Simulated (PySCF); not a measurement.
Atomic charges by several schemes

C4H2F2O2.
Numbering: `[O:1]=[c:2]1[cH:3][c:4]1[O:5][CH:6]([F:7])[F:8]` (hydrogens: H9 on C3; H10 on C6)

Structure used (GFN2-xTB), in Å, numbered top down from 1:
```
atom  x, y, z in Å
O1     1.7336   -1.5891   -1.0255
C2     1.3968   -0.4752   -0.7775
C3     1.5317    0.9466   -0.8174
C4     0.4674    0.4340   -0.1598
O5    -0.6193    0.7558    0.5381
C6    -1.3965   -0.2827    1.0000
F7    -1.4735   -0.2110    2.3364
F8    -2.6441   -0.1343    0.5339
H9     2.0336    1.8423   -1.1071
H10   -1.0207   -1.2817    0.7138
```

Density: PBE0/pcSseg-1 (PySCF); schemes: Mulliken, IAO, Hirshfeld and ESP-fitted. The structure is a single GFN2-xTB conformer in the gas phase; no vibrational or solvent corrections.

Q: For which atoms does the sign change between the 4 schemes (beyond +0.03 e in one, beyond −0.03 e in another)?

A: For none.

Q: At which atom do the 4 schemes differ most?

A: At C6: from +0.221 (Hirshfeld) to +0.675 e (Mulliken), 0.454 e apart.

Q: What partial charge does each atom carry?

A: In e:

```tsv
atom	environment	Mulliken	IAO	Hirshfeld	ESP-fitted
O1	carbonyl oxygen	-0.367	-0.441	-0.277	-0.474
C2	ring carbonyl carbon	+0.321	+0.363	+0.119	+0.403
C3	unsaturated ring CH carbon	-0.083	-0.198	-0.026	-0.250
C4	unsaturated ring carbon	+0.155	+0.156	+0.089	+0.148
O5	oxygen bonded to 2 C	-0.399	-0.279	-0.089	-0.214
C6	CHF2 carbon	+0.675	+0.616	+0.221	+0.470
F7	fluorine of a CF2 group	-0.265	-0.281	-0.096	-0.191
F8	fluorine of a CF2 group	-0.264	-0.280	-0.096	-0.191
H9	hydrogen on C3	+0.103	+0.187	+0.090	+0.213
H10	methine hydrogen	+0.123	+0.157	+0.066	+0.086
```

Mean size of the charges over all atoms: IAO 0.296 e, Mulliken 0.275 e, ESP-fitted 0.264 e, Hirshfeld 0.117 e. Each set sums to the total charge, 0, to within 0.001 e. The IAO scheme counts the electrons in orthogonalised intrinsic atomic orbitals, a minimal basis polarised so that it spans the occupied orbitals exactly. The Mulliken scheme gives each basis function's population to the atom it is centred on and halves the overlap population of two atoms between them.

Q: Sum the charges by element.

A: 
| element | atoms | Mulliken | IAO | Hirshfeld | ESP-fitted |
| --- | --- | --- | --- | --- | --- |
| O | 2 | -0.765 | -0.721 | -0.366 | -0.688 |
| C | 4 | +1.068 | +0.938 | +0.402 | +0.771 |
| F | 2 | -0.529 | -0.561 | -0.192 | -0.382 |
| H | 2 | +0.226 | +0.344 | +0.156 | +0.299 |

Q: How many electrons does the ESP-fitted scheme count on O5?

A: Z − q = 8 − (-0.214) = 8.214.
